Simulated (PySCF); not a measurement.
Isomers C6H6F4:

A. SMILES C=C(C)/C(F)=C/C(F)(F)F
B. `C=C/C(=C(/C)F)C(F)(F)F`
C. SMILES C=CC/C(=C/F)C(F)(F)F

Spectrum 1. $^{1}$H NMR (500 MHz, computed): δ 6.65 (m, 1H), 6.05 (m, 1H), 5.66 (m, 1H), 5.57 (m, 1H), 3.10 (d, 2H). $^{13}$C{$^{1}$H} NMR (computed): δ 160.1 (CH), 140.2 (CH), 132.6 (C), 127.9 (CH2), 120.8 (C), 35.5 (CH2).

Spectrum 2. $^{1}$H NMR (500 MHz, computed): δ 6.92 (m, 1H), 5.88 (m, 1H), 5.68 (m, 1H), 2.51 (m, 3H). $^{13}$C{$^{1}$H} NMR (computed): δ 172.6 (C), 133.8 (C), 131.3 (CH), 123.8 (CH2), 118.7 (C), 20.4 (CH3).

Spectrum 3. $^{1}$H NMR (500 MHz, computed): δ 6.29 (m, 1H), 5.83 (m, 1H), 5.27 (m, 1H), 1.96 (s, 3H). $^{13}$C{$^{1}$H} NMR (computed): δ 174.9 (C), 141.7 (C), 132.4 (C), 129.3 (CH2), 105.8 (CH), 20.5 (CH3).

[PySCF: structure optimised with GFN2-xTB; GIAO PBE0/pcSseg-1 shieldings; in vacuum; one averaged value for each set of equivalent atoms; one conformer; non-relativistic]

Referencing at the same level of theory: TMS for $^{1}$H, $^{13}$C. Splittings of carbon signals by F and P are missing where no couplings were computed. Where no couplings were computed, multiplicities follow the n + 1 count of equivalent neighbours, and m marks all less simple cases (inequivalent or close neighbours, rings, F or P nearby). Shifts are as computed. Against solution values, carbons near 30 ppm lie about +3 ppm off and those near 130 ppm about +5 ppm. Of 1211 compounds with measured shifts, 218 miss one by over three times the rms of a fit or turn the order of signals round; such compounds aren't used in these exercises.

Q: Which spectrum belongs to which compound?

A: 1–C, 2–B, 3–A.

- Spectrum 1 (C): 6 $^{13}$C signals; δC 160.1 is an alkene CH; δC 140.2 is an alkene CH.
- Spectrum 2 (B): 6 $^{13}$C signals; δC 133.8 is a CF3 carbon; δC 131.3 is an alkene CH.
- Spectrum 3 (A): 6 $^{13}$C signals; δC 141.7 is a fully substituted alkene carbon; δC 132.4 is a CF3 carbon.
